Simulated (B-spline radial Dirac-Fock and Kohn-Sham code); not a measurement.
**Two-hole binding energies of Pm⁴⁵⁺**

System: the Pm⁴⁵⁺ ion in the configuration [Ne] 3s2 3p4.

The computed values come from a radial atomic solver: multi-electron Dirac-Fock with separately optimised hole states, Breit and Lamb-shift corrections added in first order. U is the two-hole binding energy less the two single-hole energies, the effective repulsion of the holes after relaxation. Each two-hole energy is an average over J within one jj subconfiguration.

```
       holes  E(a) (eV)  E(b) (eV)  E(ab) (eV)  U (eV)
        1s⁻²    48150.5    48150.5     97438.7  1137.7
1s⁻¹ 2p1/2⁻¹    48150.5     9876.1     58414.5   387.9
        2s⁻²    10265.5    10265.5           ?       ?
2s⁻¹ 2p1/2⁻¹    10265.5     9876.1     20376.9   235.3
     2p1/2⁻²     9876.1     9876.1     20044.9   292.7
2p1/2⁻¹ 3s⁻¹     9876.1     3999.8     14005.8   130.0
```

Q: Give the missing two-hole energy and U.

A: E(ab) = 20774.0 eV and U = 243.1 eV.
